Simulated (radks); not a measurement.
Values are calculated unless marked as measured or tabulated.
Species: the tungsten ion W3+. Configuration: [Xe] 4f13 5d3 6s1 (not the ground configuration).

Level of theory: scalar-relativistic Kohn-Sham, r2SCAN, spin-polarised, spherical densities, finite nucleus; open shells are filled with parallel spins first (spin-orbit coupling, left out, can overturn this in heavy ions); meta-GGA in the generalised Kohn-Sham scheme; Fermi nuclear charge, rms radius 5.3658 fm (a radial shooting solver on a logarithmic mesh with Libxc functionals).

Energy parts (eV):
part                       energy
total                  -439152.85
kinetic                 483765.35
electron-nucleus      -1082742.90
Hartree                 168578.54
exchange-correlation     -8753.83

Orbitals (lengths in bohr, moments of r in powers of bohr; <r^-3> diverges for s and p1/2):
orbital,occ.,eigenvalue (eV),<r^-3>,<r>
1s up,1,-69605.96,-,0.01835
1s down,1,-69605.95,-,0.01835
2s up,1,-12076.79,-,0.07756
2s down,1,-12076.49,-,0.07756
2p up,3,-10565.25,19750,0.06945
2p down,3,-10565.01,19750,0.06945
3s up,1,-2826.906,-,0.2009
3s down,1,-2826.057,-,0.2008
3p up,3,-2377.184,4417,0.2012
3p down,3,-2376.306,4419,0.2011
3d up,5,-1858.715,565.2,0.1825
3d down,5,-1857.917,565.4,0.1824
4s up,1,-624.4798,-,0.4488
4s down,1,-622.7483,-,0.4489
4p up,3,-475.9268,1027,0.4765
4p down,3,-474.2591,1026,0.4766
4d up,5,-286.6907,113.4,0.5087
4d down,5,-284.9918,113.2,0.5088
4f up,7,-76.9933,19.81,0.5890
4f down,6,-75.1111,19.86,0.5869
5s up,1,-119.1743,-,1.052
5s down,1,-116.7018,-,1.046
5p up,3,-81.3399,157.5,1.210
5p down,3,-78.3311,162.2,1.196
5d up,3,-37.0885,10.33,1.647
5d down,0,-32.7406,11.13,1.615
6s up,1,-31.7391,-,2.469
6s down,0,-26.4484,-,2.592

The highest occupied level is 6s up at -31.739 eV. The configuration is held as typed, so some empty levels lie below it. Spin moment in Bohr magnetons: 5. The spin density at the nucleus is 142.6 e/bohr^3 (1s 0.8, 2s -2.3, 3s -7.0, 4s 7.3, 5s -12.3, 6s 156.1). The electron density at the nucleus is 1.515e+06 e/bohr^3 (large components only). Summed over all electrons, <r^2> = 39.79 bohr^2, which gives a Langevin (diamagnetic) susceptibility term of -31.5 x 10^-6 cm^3/mol. The density falls to 0.001 e/bohr^3 at r = 3.72 bohr.
